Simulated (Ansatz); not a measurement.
Ligand exchange: C2BrF5 + InH(CH3)Cl → C2ClF5 + InH(CH3)Br

Species: C2BrF5 `FC(F)(F)C(F)(F)Br`, singlet; InH(CH3)Cl, singlet; C2ClF5 (chloropentafluoroethane) `FC(F)(F)C(F)(F)Cl`, singlet; InH(CH3)Br, singlet. The partners trade Br for Cl: C–Br and In–Cl bonds give way to C–Cl and In–Br.

Shapes, held fixed at every level: PBE0-D4/def2-TZVP. Programs: Ansatz 0.2.0. The zero-point and thermal change to 298 K, harmonic and unscaled (PBE0-D4/def2-TZVP), is +0.7 kJ/mol.

Q: Estimate ΔH(298 K) of this reaction.

A: MP2/def2-TZVPP gives ΔH(298 K) = -17.4 kJ/mol; the levels span -27.3 to -16.3. The median of the levels is -19.9. No measured value is set beside it here. For atoms past krypton def2 sets carry core potentials with scalar relativity. Relativity is left out for Br unless named. Correlated rows may include outer-core shells of Br, In, which these sets cover unevenly. Times are processor times on shared x86 and Arm servers, and rough.

```csv
level,kind,ΔH(298 K) (kJ/mol),CPU time (sum over the molecules)
HF/def2-TZVPP,Hartree–Fock,-27.3,–
SPW92/def2-TZVPP,LDA,-19.9,27 s
PBE-D4/def2-TZVPP,GGA,-16.3,36 s
r2SCAN-D4/def2-TZVPP,meta-GGA,-18.2,69 s
BHLYP-D4/def2-TZVPP,global hybrid,-20.9,45 s
PBE0-D4/def2-TZVPP,global hybrid,-20.2,55 s
MP2/def2-TZVPP,perturbation theory,-17.4,–
```
